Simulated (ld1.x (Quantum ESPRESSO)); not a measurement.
## Configuration tests for In (PAW)

| Item | Value |
| --- | --- |
| Element | indium (In) |
| Generator | ld1.x (Quantum ESPRESSO) 7.5 |
| Type | PAW |
| Functional | BLYP |
| Relativity | scalar-relativistic |
| Frozen core | [Kr] 4d10 |
| Valence charge | 3 |
| Reference configuration | 5s2 5p1 |
| Partial waves | 5s (bound): rcut 1.80, rcutus 2.10 bohr; 5s channel at 2.75 Ry: rcut 1.80, rcutus 2.10 bohr; 5p (bound): rcut 2.80, rcutus 3.45 bohr; 5p channel at 3.5 Ry: rcut 2.80, rcutus 3.45 bohr |
| Local potential | all-electron potential smoothed inside 2.40 bohr (lloc = -1) |
| Core correction | Bessel-smoothed model core inside 1.00 bohr |
| Augmentation charge | PSQ, inside the norm-conserving radii |

Energies are relative to the spin-unpolarised reference configuration 5s2 5p1; without spin polarisation the order of configurations can differ from experiment. Not all tests gave a result: test run stopped at test 7 of 7 (negative rho).

Task: Give the all-electron excitation energy and the error of the potential for: 5s2 5p0; 5s1 5p0; 5s2 5p0.5; 5s2 5p1.3; 5s1 5p2; 5s1 5p1.

Result:

```tsv
valence configuration	charge	ΔE all-electron (eV)	error AE − PS (meV)
5s2 5p0	+1	5.357	-15
5s1 5p0	+2	24.680	-221
5s2 5p0.5	+0.5	1.923	-2.4
5s2 5p1.3	-0.3	-0.512	0.0
5s1 5p2	0	5.867	-19
5s1 5p1	+1	11.940	-63
```
